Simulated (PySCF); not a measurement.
**Radial density of Pm²⁺ (promethium, charge +2)**

M06-2X, [Xe] 4f4 5d1, one real determinant (an excited configuration). Calculation: PySCF 2.14, in x2c-TZVPPall with one added diffuse shell each of s, p, d, f type (12s8p8d5f2g, 129 functions); scalar relativity by spin-free X2C-1e.

| r (bohr) | 4πr²ρ (e/bohr) | 4πr²(ρα − ρβ) |
| --- | --- | --- |
| 0.0267 | 71.75 | 0.0028 |
| 0.0450 | 83.59 | 0.0061 |
| 0.0757 | 106.2 | 0.0109 |
| 0.127 | 78.98 | 0.0705 |
| 0.214 | 92.23 | 0.5083 |
| 0.360 | 38.48 | 2.4206 |
| 0.606 | 41.72 | 4.4700 |
| 1.02 | 14.08 | 2.9176 |
| 1.71 | 6.717 | 1.1073 |
| 2.88 | 0.8411 | 0.3026 |
| 4.85 | 0.04019 | 0.0377 |

Densities and radii are taken from the X2C orbitals without a picture-change correction, which distorts them close to the nucleus.

⟨L²⟩ = 40.00 against 72 for a pure L term, so this real determinant mixes terms. Spin-orbit coupling, absent here, splits the open shell strongly.
